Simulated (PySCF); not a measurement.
SMILES CCO[B]OCC, doublet (GFN2-xTB optimised geometry):

```
17

C      1.806    -2.133    -1.445
C      1.814    -1.493    -0.059
O      1.000    -0.351     0.000
B     -0.358    -0.351     0.000
O     -0.917     0.888     0.000
C     -2.293     1.161     0.063
C     -2.883     0.833     1.431
H      0.798    -2.458    -1.694
H      2.130    -1.411    -2.189
H      2.474    -2.990    -1.464
H      2.828    -1.162     0.194
H      1.491    -2.230     0.690
H     -2.404     2.230    -0.147
H     -2.828     0.596    -0.715
H     -2.765    -0.229     1.638
H     -2.366     1.395     2.204
H     -3.939     1.086     1.453
```

Calculation: unrestricted B3LYP/def2-SVP in PySCF.

What are the frontier orbital energies (α orbitals alone; a β orbital can be the lowest empty one) and the dipole moment?

HOMO-2 -8.75 eV, HOMO-1 -7.72 eV, HOMO -5.31 eV, LUMO 0.56 eV, LUMO+1 1.83 eV; dipole moment 1.10 D.

Meta-Löwdin charges at B3LYP/def2-SVP: C1 -0.29, C2 0.06, O3 -0.35, B4 0.21, O5 -0.35, C6 0.06, C7 -0.29, H8 0.10, H9 0.10, H10 0.10, H11 0.10, H12 0.08, H13 0.10, H14 0.08, H15 0.10, H16 0.10, H17 0.10.
